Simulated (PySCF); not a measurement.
**How well do the runs reproduce experiment for fluorobenzene?**

**Measured values to compare with.**

From NIST CCCBDB Release 22 (SRD 101), experimental dipoles, for the gas: dipole moment 1.6 D.

From NIST CCCBDB Release 22 (SRD 101), experimental polarizabilities, for the gas: mean polarisability 10.2 Å³.

From Chong, Molecules 2021, 26, 1947 (electron spectra of vapor-phase indole and four azaindoles), for the gas: C 1s binding energy of C2 292.7 eV.

From Wang, Chong, Molecules 2025, 30, 2887 (The role of exchange energy in modeling core-electron binding energies of strongly polar bonds), for the gas: C 1s binding energy of C2 292.81 eV; C 1s binding energy of C5 290.56 eV; C 1s binding energy of C3/C7 290.69 eV; C 1s binding energy of C4/C6 290.75 eV.

The results are set against them at the end.

Fluorobenzene, C6H5F.
Numbering: `[F:1][c:2]1[cH:3][cH:4][cH:5][cH:6][cH:7]1` (hydrogens: H8 on C3; H9 on C4; H10 on C5; H11 on C6; H12 on C7)

Structure used (GFN2-xTB), in Å, numbered top down from 1:
```xyz
12
C6H5F angstrom
F     -2.2552   -1.4652    0.0117
C     -1.1226   -0.7295    0.0045
C      0.0976   -1.3795   -0.0190
C      1.2530   -0.6176   -0.0263
C      1.1782    0.7654   -0.0095
C     -0.0549    1.3960    0.0141
C     -1.2206    0.6497    0.0208
H      0.1309   -2.4575   -0.0305
H      2.2146   -1.1079   -0.0448
H      2.0835    1.3533   -0.0138
H     -0.1113    2.4740    0.0271
H     -2.1919    1.1182    0.0396
```

The PySCF runs (gas phase, on this GFN2-xTB geometry; non-relativistic but for the core-level run):

| level | job | basis functions |
| --- | --- | --- |
| PBE0/pcSseg-1 | shieldings, charges and field gradients | 144 |
| wB97X-D/def2-SVPD | 8 singlets by full TDDFT, 3 Tamm–Dancoff triplets, polarisability | 183 |
| B3LYP/pcJ-1 | spin–spin couplings from 12 perturbed nuclei, spin–dipole term for 1 of them | 239 |
| delta-SCF UKS SCAN, pcX-2 on the ionised atom, pcseg-1 elsewhere, spin-free X2C | ΔSCF core ionisation, 5 holes | 154 |

**Comparison with experiment**

**Dipole moment.** Measured: 1.6 D (NIST CCCBDB Release 22 (SRD 101), experimental dipoles).

| level | computed (D) | computed − measured (D) | % (from the printed values) |
| --- | --- | --- | --- |
| PBE0/pcSseg-1 | 1.56 | -0.04 | -3 |
| wB97X-D/def2-SVPD | 1.64 | +0.04 | +2 |
| B3LYP/pcJ-1 | 1.58 | -0.02 | -1 |

The computed dipoles belong to one fixed geometry; measured ones are averaged over vibrations unless marked μe. Magnitudes are compared, not signs.

**Mean polarisability.** Measured: 10.2 Å³ (NIST CCCBDB Release 22 (SRD 101), experimental polarizabilities).

| level | computed (Å³) | computed − measured (Å³) | % (from the printed values) |
| --- | --- | --- | --- |
| wB97X-D/def2-SVPD | 9.84 | -0.36 | -4 |

The computed values are static and purely electronic, with core orbitals frozen in the response (1 au = 0.148185 Å³). The table of measured values doesn't say here whether a value is static or optical, or holds a vibrational part.

**Core binding energies.** Delta-SCF UKS SCAN, pcX-2 on the ionised atom, pcseg-1 elsewhere, spin-free X2C in PySCF.

```tsv
level and atom	computed (eV)	measured (eV)	computed − measured (eV)
C 1s, C2	292.71	292.7 and 292.81	+0.01
C 1s, C5	290.39	290.56	-0.17
C 1s, C3/C7	290.56	290.69	-0.13
C 1s, C4/C6	290.60	290.75	-0.15
```

Sources, in the order of the opening: Chong, Molecules 2021, 26, 1947 (electron spectra of vapor-phase indole and four azaindoles); Wang, Chong, Molecules 2025, 30, 2887 (The role of exchange energy in modeling core-electron binding energies of strongly polar bonds). Against the first value of each row the mean signed difference is -0.11 eV and the largest in size -0.17 eV. The computed values are vertical, without vibrational structure; measured positions hang on the energy calibration. Atoms equivalent by their bonding share one computed value, that of the first of them.

No measured geometry was used, and the causes of the misses weren't examined.
